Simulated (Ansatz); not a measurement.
`[CH3][Sc]([NH2])[NH2]` + HCl → `[NH2][Sc]([NH2])[Cl]` + CH₄  (ligand exchange at the Sc–C bond)

Computed with Ansatz on PBE0-D4/def2-TZVP structures; ΔE is electronic, products minus reactants. CBS: MP2 limit from def2 TZ/QZ plus the TZ coupled-cluster correction, frozen cores. This one scheme is used for every species. DFT in def2-TZVPP. For Sc outer-core shells are correlated without core-valence functions, which leaves a few kJ/mol of doubt a bond. Scalar relativity is left out up to krypton. One conformer a species, not always the lowest.

```
      level  ΔE (kcal/mol)
     r2SCAN          -63.2
HF/def2-SVP          -67.8
```

**Question.** What does CCSD(T)/CBS give? (Estimate.)

**Answer.** The calculation gave: -60.6 kcal/mol. The listed levels differ from it by -2.6, -7.2 kcal/mol.

Largest T1 diagnostic among the species: 0.014.

Leaving LDA and LC-ωPBE aside and taking each functional with its dispersion term where it has one, the values, not all of them listed here, spread over 4.0 kcal/mol, from BHLYP-D4 to revPBE-D4. LDA lies +0.8 kcal/mol from PBE without D4. From BLYP to BHLYP (50 % exact exchange), in def2-TZVPP and without D4, ΔE moves by −2.4 kcal/mol.
